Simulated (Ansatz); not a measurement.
```yaml
crystal:
  periodic: [false, false, false]
  atoms:
    - {symbol: Na, position_ang: [-4.805378, 0.024801, -3.604984]}
    - {symbol: Na, position_ang: [2.469816, 0.530665, 0.810117]}
    - {symbol: Na, position_ang: [-0.502561, -1.061786, 2.077171]}
    - {symbol: Na, position_ang: [-0.770413, 1.775998, 0.048381]}
    - {symbol: Na, position_ang: [2.479668, -3.006617, 1.156138]}
    - {symbol: Na, position_ang: [0.599726, 2.212417, 3.300003]}
    - {symbol: Na, position_ang: [-3.044750, -0.888753, -0.511277]}
    - {symbol: Na, position_ang: [1.903020, 1.679723, -2.496830]}
    - {symbol: Na, position_ang: [0.386292, -1.466051, -1.283633]}
    - {symbol: Na, position_ang: [2.866721, -0.652544, 3.977959]}
    - {symbol: Na, position_ang: [-1.582161, 0.852137, -3.473045]}
basis:
  gaussian: {orbitals: def2-TZVP, initial_orbitals: start.molden}
total_charge: 1
hamiltonian: {xc: {name: wB97X-V}}
scf: {omitted_lower_state_checks: [starts]}
output: {orbitals: {seedname: orbitals}}
```

The file start.molden holds the orbitals of an earlier run on this structure, at another level or in another basis.

```sh
$ ansatz run in.yaml --threads 4 --pin off --events-out ev --progress --plain --max-ram 4787MiB
```

(1) Does this run fit into the memory that it is given?

## Answers

(1) No. It has 352 basis functions, and Ansatz plans for 6 GiB where 5 GiB are given.
